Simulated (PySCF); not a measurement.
Molecule: SMILES C(/C)([SiH3])=C/F, C3H7FSi.

Atom-mapped SMILES (the numbers label the heavy atoms): `[CH3:1]/[C:2]([SiH3:3])=[CH:4]\[F:5]`. Each H is labelled by its parent atom.

Geometry PBE0-D3(BJ)/def2-SVP throughout; GIAO in PySCF 2.14, gas phase, one conformer, non-relativistic; equivalent atoms averaged; functional PBE0.

For orientation, def2-TZVP gives these absolute shieldings σ: C4 26.7, C2 74.7, C1 174.4, Si3 398.2, F5 270.2, H(C4) 24.72, H(Si3) 27.12, H(C1) 29.67 ppm.

A run gave: C4 23.8, C2 73.4, C1 171.6, Si3 417.7, F5 262.6, H(C4) 24.59, H(Si3) 27.15, H(C1) 29.39 ppm (absolute shieldings σ).

Question: Which basis set was used in that run?
A. aug-cc-pVDZ
B. pcSseg-1
C. pcSseg-2
D. IGLO-III

Answer: B. C2 tells them apart best: pcSseg-1 gives 73.4, IGLO-III gives 68.5, pcSseg-2 gives 68.6, aug-cc-pVDZ gives 87.5 ppm.
